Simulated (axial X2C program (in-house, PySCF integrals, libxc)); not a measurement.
**LiAs⁺: from Re and ωe to a spectrum**

A bond curve at the CCSD(T) level, two-component, was computed with an in-house all-electron X2C program for linear molecules (integrals from PySCF) (basis As dyall-cv3z [9s9p6d4f1g], Li dyall-cv3z [7s8p2d] (cores contracted in-house)) for the state Ω = 3/2 (⟨Sz⟩ = 1.49, ⟨Lz⟩ = 0.01 at HF). Its fit gives Re = 2.7853 Å, ωe = 223.7 cm⁻¹, ωexe = 3.48 cm⁻¹ and αe = 7.018e-03 cm⁻¹; the masses are 74.9216 and 7.0160 u. Two-component means X2C with spin–orbit coupling and atomic mean-field Coulomb and Gaunt terms.

Correlated methods: 5 electrons correlated (number of frozen shells: As 3 s, 2 p, 1 d; Li 1 s), 207 virtual spin orbitals or spinors in MP2, 53 natural virtuals in coupled cluster.

(1) Find the reduced mass, Be and the force constant.

(2) Estimate the centrifugal constant by the Kratzer relation.

(3) Where do the fundamental and the first overtone lie?

(4) Estimate De from a Morse curve and compare with the computed well depth of 0.403 eV to As + Li+.

(5) A Morse curve ties αe to the other constants (Pekeris). How well does that hold?

The state is a single determinant with fixed occupations, the lowest that a limited PBE0 search found. Dissociation energies refer to the lowest single-determinant-based atoms at the same level and basis. CCSD and (T) use frozen natural virtuals with an MP2 correction for the truncation; (T) itself is uncorrected, so its De runs slightly low. With several unpaired electrons one determinant need not be a pure state. This is the top spin component of a Σ state; components of lower Ω are not single determinants and can lie lower.

## Answers

(1) From the CCSD(T) values: μ = 6.4152 u. Be = 16.8576/(μ Re²) = 0.3387 cm⁻¹. k = 5.8918×10⁻⁷ μ ωe² = 0.189 mdyn/Å.

(2) D = 4Be³/ωe² = 3.11e-06 cm⁻¹.

(3) ν(1←0) = ωe − 2ωexe = 216.7 cm⁻¹; ν(2←0) = 2ωe − 6ωexe = 426.5 cm⁻¹.

(4) De(Morse) = ωe²/(4ωexe) = 0.446 eV against 0.403 eV computed, a ratio of 1.11. For De the Morse form works well here.

(5) αe(Morse) = 6Be²/ωe × (√(ωexe/Be) − 1) = 6.786e-03 cm⁻¹; the CCSD(T) curve gives 7.018e-03 cm⁻¹, a ratio of 0.97.
